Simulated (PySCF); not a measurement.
**Name the molecule from its bond curve**

A diatomic of charge 0 contains Br. Its doublet curve at PBE0 in a triple-zeta basis (scalar-relativistic core potentials, PySCF), in eV from the separated fragments:

(R (Å), E (eV)): (2.037, -2.092), (2.131, -2.528), (2.226, -2.766), (2.297, -2.849), (2.368, -2.873), (2.439, -2.850), (2.534, -2.769), (2.652, -2.611), (2.794, -2.376), (2.984, -2.032)

The fit gives ωe = 366 cm⁻¹ and the rotational constant Bₑ = 0.1638 cm⁻¹.

Question: Which atom is the partner?

Answer: The minimum lies at 2.365 Å, so the reduced mass is 16.8576 u Å² cm⁻¹/(Bₑ·Re²) = 18.40 u. With Br at 78.92 u the partner weighs about 24.0 u: Mg. The molecule is MgBr.

Spin–orbit coupling is left out. The state is the lowest determinant that a PBE0 search found; another state may lie lower at other levels.
